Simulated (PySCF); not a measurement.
## Simulated characterisation data

Theory: geometry from GFN2-xTB, NMR shieldings at PBE0/pcSseg-1/GIAO, in PySCF 2.14 (relativity neglected, averaged over atoms made equivalent by symmetry, fast rotation or ring inversion, single conformer, in vacuum).

Chemical shifts δ = σref − σ; $^{1}$H and $^{13}$C against TMS, all at this level. Where no couplings were computed, multiplicities follow the n + 1 count of equivalent neighbours, and m marks all less simple cases (inequivalent or close neighbours, rings, F or P nearby). Shifts are as computed. Against solution values, carbons near 30 ppm lie about +3 ppm off and those near 130 ppm about +5 ppm. Of 1211 compounds with measured shifts, 218 miss one by over three times the rms of a fit or turn the order of signals round; such compounds aren't used in these exercises.

**1.** SMILES C=CCn1cc(C)nn1, C6H9N3. $^{1}$H NMR (600 MHz, computed): δ 7.37 (s, 1H), 6.20 (m, 1H), 5.73 (m, 1H), 5.53 (m, 1H), 5.04 (d, 2H), 2.58 (s, 3H). $^{13}$C{$^{1}$H} NMR (computed): δ 149.0 (C), 145.4 (CH), 127.0 (CH), 124.2 (CH2), 56.2 (CH2), 13.4 (CH3).

**2.** SMILES CCc1ncnnc1C, C6H9N3. $^{1}$H NMR (600 MHz, computed): δ 9.83 (s, 1H), 2.84 (s, 3H), 2.71 (q, 2H), 1.56 (t, 3H). $^{13}$C{$^{1}$H} NMR (computed): δ 164.8, 164.3, 162.2, 30.4, 22.4, 10.9.
